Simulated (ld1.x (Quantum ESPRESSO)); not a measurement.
**Reading a pseudo-wave (As (Z = 33))**

Columns: radius, all-electron u(r) and pseudo u(r) of the 4p shell (level -9.27 eV) of arsenic in the configuration [Ar] 3d10 4s2 4p2.5; LDA (PZ), scalar-relativistic, TM semilocal scheme, ld1.x (Quantum ESPRESSO) 7.5.

```
r (bohr)  all-electron  pseudo
   0.143        0.1515  0.0099
   0.286       -0.1525  0.0390
   0.429       -0.2987  0.0856
   0.572       -0.2376  0.1468
   0.715       -0.0788  0.2188
   0.858        0.1021  0.2974
   1.001        0.2689  0.3777
   1.144        0.4076  0.4551
   1.287        0.5153  0.5253
   1.430        0.5936  0.5849
   1.573        0.6465  0.6313
   1.716        0.6778  0.6634
   1.859        0.6918  0.6811
   2.002        0.6920  0.6854
   2.145        0.6815  0.6782
   2.288        0.6631  0.6617
   2.431        0.6387  0.6383
   2.574        0.6103  0.6102
   2.717        0.5791  0.5791
   2.860        0.5464  0.5464
   3.003        0.5130  0.5130
   3.146        0.4796  0.4796
   3.289        0.4466  0.4466
   3.432        0.4146  0.4146
   3.575        0.3837  0.3837
   3.718        0.3542  0.3542
```

(1) How many radial nodes do the two functions have?

(2) At about which radius was the pseudo-wave matched?

(3) Is the pseudo-wave norm-conserving?

## Answers

(1) The all-electron 4p function has n − l − 1 = 2; the pseudo-wave has 0, since the states of the same l below it are removed with the core.

(2) 2.86 bohr. The columns agree to 0.0005 from 2.43 bohr on; several derivatives are matched, so the curves merge somewhat inside the radius.

(3) Yes: the TM semilocal scheme keeps the norm inside the radius equal to the all-electron one, which fixes the energy derivative of the logarithmic derivative at the level.
